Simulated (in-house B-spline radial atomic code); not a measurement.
A calculation on neutral samarium (an excited or competing configuration): its settings, and results tabulated from the run. Level of theory: Dirac-Hartree-Fock, average of configuration, Fermi nucleus of rms radius 5.0819 fm; calculated with a radial B-spline atomic code at the basis-set limit.

Command:
```bash
python run_scf.py task.json out
```
Settings (nuclear radius in fm, mass in u):
```
Z                62
configuration    [Xe] 4f5 6s2 10s1
hamiltonian      dirac
method           hf
spin_polarised   False
nucleus          fermi
rms_radius       5.0819
atomic_mass      151.91974
speed_of_light   137.035999084
```

Output (hartree, bohr):
```
 radial grid: 94 intervals, B-splines of order 8, outer radius 245.7 bohr

 iter        energy (Eh)    residual
    1      -10407.341751    6.22e-01
    2      -10416.649471    6.67e-01
    3      -10428.147559    1.51e-01
    4      -10428.873615    4.63e-02
    5      -10428.965121    7.85e-03
    6      -10428.969246    7.04e-03
    7      -10428.970424    1.87e-03
    8      -10428.970548    5.31e-04
    9      -10428.970558    3.85e-05
   10      -10428.970558    1.13e-05
   11      -10428.970558    8.65e-07
   12      -10428.970558    1.36e-08

 total energy                    -10428.97056
 kinetic                           11306.1984
 electron-nucleus                 -25527.2772
 electron-electron                  3792.1082

 first-order corrections (not in the total)
   Gaunt                            10.3929
   retardation                      -1.0901
   frequency dependence             -0.1338
   self-energy                       7.2303
   Uehling                          -1.1322
   Wichmann-Kroll                    0.0339
   recoil                            0.0245

 orbital      occ     eigenvalue          <r>       <r^2>       <1/r>     <1/r^3>       r_max    small
 1s1/2      2.000     -1731.7417    0.0227386 0.000704668       68.81           -     0.01449  5.31e-02
 2s1/2      2.000      -287.6743    0.0964012   0.0110321     16.3722           -     0.08223  1.17e-02
 2p1/2      2.000      -272.0011    0.0808242  0.00806827       16.31           -     0.06244  1.17e-02
 2p3/2      4.000      -249.7844    0.0874071  0.00930455       14.55     8865.54     0.06804  1.09e-02
 3s1/2      2.000       -65.3109     0.253596    0.073625     5.96888           -      0.2333  3.69e-03
 3p1/2      2.000       -58.5523     0.243667   0.0690367     5.87117           -      0.2208  3.62e-03
 3p3/2      4.000       -53.9587     0.256139   0.0760901     5.43153     1866.24      0.2325  3.40e-03
 3d3/2      4.000       -42.3932     0.228221   0.0613186     5.28997     309.292      0.1858  3.26e-03
 3d5/2      6.000       -41.4090     0.232132   0.0633021     5.17945      277.52      0.1891  3.20e-03
 4s1/2      2.000       -14.2596     0.578252    0.377005     2.46534           -      0.5391  1.14e-03
 4p1/2      2.000       -11.5878     0.593189    0.399881     2.35707           -      0.5457  1.06e-03
 4p3/2      4.000       -10.5675     0.620076    0.436781     2.21791     401.906      0.5701  9.94e-04
 4d3/2      4.000        -6.1120     0.663497    0.510086     1.99346     56.0093       0.583  8.31e-04
 4d5/2      6.000        -5.9265     0.673542    0.525456     1.95692     49.6375      0.5914  8.11e-04
 5s1/2      2.000        -2.4181      1.39868     2.19351    0.942124           -       1.258  2.35e-04
 5p1/2      2.000        -1.5780       1.5573     2.74155    0.839034           -       1.367  1.91e-04
 5p3/2      4.000        -1.4273      1.63984     3.04087    0.789643     53.4437       1.435  1.73e-04
 4f5/2      2.143        -0.9769     0.877196    0.976338      1.4636     6.97398      0.6078  4.85e-04
 4f7/2      2.857        -0.9560     0.885988    0.996942     1.44991     6.76439      0.6128  4.77e-04
 6s1/2      2.000        -0.3947      3.80956     16.2436    0.326683           -       3.353  3.16e-05
 10s1/2     1.000        -0.0157       48.015     2567.74   0.0279124           -       51.84  5.81e-07
```

Time taken, with all properties: 6.7 s on 1 thread of Intel(R) Xeon(R) 6975P-C, on a shared host.

For the Dirac Hamiltonian the kinetic term is c α·p + (β - 1)c².
